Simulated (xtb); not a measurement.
xtb input:

```bash
xtb mol.xyz --gfnff --opt tight --chrg -1 --uhf 0
```
mol.xyz:
```
5

S     -0.09782461    -0.09810101     0.09697156
O      0.68360418     0.67265921     1.06164456
O      0.67909813    -1.05375380    -0.68942216
O     -1.05572735     0.68893691    -0.67652048
H     -0.89060598    -0.89312236     0.88283969
```

Predict the final energy.

-1.90513 Eh (GFN-FF).

It need not be the lowest isomer of its formula.
